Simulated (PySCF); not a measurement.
# PySCF run on CaN

File input.py (PySCF 2.14):

```python
from pyscf import gto, scf, mp

mol = gto.M(
    atom='Ca 0 0 0; N 0 0 2.245',
    basis='def2-svp',
    charge=0,
    spin=3,
    symmetry=True,
    verbose=4,
)
mf = scf.UHF(mol)
mf.kernel()
mp.MP2(mf, frozen=6).kernel()
mf.dip_moment()
print('orbital energies (hartree):', [e[max(0, n-3):n+3].round(4) for e, n in zip(mf.mo_energy, mol.nelec)])
```

```bash
$ python input.py
```

The log (some set-up lines and the per-cycle HOMO/LUMO lines with their warnings removed):

```
PySCF version 2.14.0

[INPUT] Symbol           X                Y                Z      unit          X                Y                Z       unit  Magmom
[INPUT]  1 Ca     0.000000000000   0.000000000000   0.000000000000 AA    0.000000000000   0.000000000000   0.000000000000 Bohr   0.0
[INPUT]  2 N      0.000000000000   0.000000000000   2.245000000000 AA    0.000000000000   0.000000000000   4.242435149649 Bohr   0.0

nuclear repulsion = 32.9999151575947
point group symmetry = Coov
symmetry origin: [0.         0.         1.09989059]
symmetry axis x: [1. 0. 0.]
symmetry axis y: [0. 1. 0.]
symmetry axis z: [0. 0. 1.]
num. orbitals of irrep A1 = 16
num. orbitals of irrep E1x = 8
num. orbitals of irrep E1y = 8
num. orbitals of irrep E2x = 3
num. orbitals of irrep E2y = 3
number of shells = 16
number of NR pGTOs = 85
number of NR cGTOs = 38
basis = def2-svp
ecp = {}

******** <class 'pyscf.scf.uhf_symm.SymAdaptedUHF'> ********
method = SymAdaptedUHF
initial guess = minao
damping factor = 0
level_shift factor = 0
DIIS = <class 'pyscf.scf.diis.CDIIS'>
SCF conv_tol = 1e-09
SCF max_cycles = 50
number electrons alpha = 15  beta = 12
Freeze 0 electrons in irreps []
    27 free electrons in irreps A1 E1x E1y E2x E2y
init E= -730.52604937364

cycle= 1 E= -730.963602226002  delta_E= -0.438  |g|= 0.138  |ddm|= 1.41
cycle= 2 E= -730.985980837066  delta_E= -0.0224  |g|= 0.0606  |ddm|= 0.32
cycle= 3 E= -730.99106908604  delta_E= -0.00509  |g|= 0.0238  |ddm|= 0.149
cycle= 4 E= -730.993091180925  delta_E= -0.00202  |g|= 0.00975  |ddm|= 0.121
cycle= 5 E= -730.993568141125  delta_E= -0.000477  |g|= 0.00518  |ddm|= 0.0617
cycle= 6 E= -730.993717969076  delta_E= -0.00015  |g|= 0.00325  |ddm|= 0.0367
cycle= 7 E= -730.993778919342  delta_E= -6.1e-05  |g|= 0.000902  |ddm|= 0.0338
cycle= 8 E= -730.993781693585  delta_E= -2.77e-06  |g|= 0.000269  |ddm|= 0.00701
cycle= 9 E= -730.993781910812  delta_E= -2.17e-07  |g|= 9.21e-05  |ddm|= 0.00147
cycle= 10 E= -730.993781944742  delta_E= -3.39e-08  |g|= 3.27e-05  |ddm|= 0.000611
cycle= 11 E= -730.993781951318  delta_E= -6.58e-09  |g|= 1.39e-05  |ddm|= 0.000285
cycle= 12 E= -730.993781952543  delta_E= -1.22e-09  |g|= 5.59e-06  |ddm|= 0.000117
cycle= 13 E= -730.993781952734  delta_E= -1.91e-10  |g|= 1.43e-06  |ddm|= 5.44e-05
Extra cycle  E= -730.993781952739  delta_E= -5e-12  |g|= 8.36e-07  |ddm|= 5.37e-06
converged SCF energy = -730.993781952739  <S^2> = 3.7612956  2S+1 = 4.0056438

******** <class 'pyscf.mp.ump2.UMP2'> ********
nocc = (np.int64(9), np.int64(6)), nmo = (32, 32)
frozen orbitals 6
E(UMP2) = -731.197882493011  E_corr = -0.204100540272133
E(SCS-UMP2) = -731.187098052759  E_corr = -0.193316100020273
E_corr(same-spin) = -0.0595437095841775
E_corr(oppo-spin) = -0.144556830687956
Dipole moment(X, Y, Z, Debye):  0.00000,  0.00000, -4.57587
orbital energies (hartree): [array([-0.425 , -0.3736, -0.2116,  0.061 ,  0.061 ,  0.0709]), array([-1.3191, -0.7009, -0.2894,  0.0041,  0.1029,  0.1029])]
```

In short: E(SCF) = -730.993782 Eh, 13 cycles, E(MP2) − E(SCF) = -0.20410 Eh, ⟨S²⟩ = 3.761, μz(SCF) = -4.58 D.

Wall time 1.4 s on one thread of a shared host.

The bond length is a typed value, not an optimised one. No search for the lowest solution was made.
